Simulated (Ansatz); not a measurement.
Consider the cleavage of the Si–Al bond: `C[CH2][AlH][AlH][SiH3]` + `NCBCl` → `[SiH3]NCBCl` + `C[CH2][AlH][AlH2]`.

Gas-phase electronic energies from Ansatz, PBE0-D4/def2-TZVP geometries. CCSD(T)/CBS adds triple-zeta CCSD(T) − MP2 to the extrapolated MP2 energy (def2 sets, frozen cores). Functionals use def2-TZVPP. B3LYP here is the variant with VWN-RPA as its local correlation; programs differ in this. One conformer a species, not always the lowest.

(1) Is it downhill or uphill in electronic energy at CCSD(T)/CBS, and by how much? (An estimate is asked.)

(2) What do these levels give: PBE-D4, PBE0-D4, B2PLYP, PBE, r2SCAN, PBE0, B3LYP, HF/def2-TZVPP, CCSD/def2-TZVPP, CCSD(T)/def2-TZVPP, HF/def2-QZVPP, CCSD/CBS(def2)? (Best estimate.)

Largest T1 diagnostic among the species: 0.012.

## Answers

(1) Ansatz gave: Downhill: ΔE = -0.25 eV.

(2) The calculation gave: PBE-D4 -0.03, PBE0-D4 -0.09, B2PLYP -0.27, PBE -0.01, r2SCAN -0.16, PBE0 -0.07, B3LYP -0.22, HF/def2-TZVPP -0.41, CCSD/def2-TZVPP -0.27, CCSD(T)/def2-TZVPP -0.24, HF/def2-QZVPP -0.42, CCSD/CBS(def2) -0.27 eV.

From PBE to PBE0 (25 % exact exchange), in def2-TZVPP and without D4, ΔE moves by −0.07 eV. The D4 term adds −0.04 eV with B3LYP and −0.02 eV with PBE0; it sums over pairs of atoms, weighted by their polarisabilities, and B3LYP, whose exchange is more repulsive, gets the larger term.
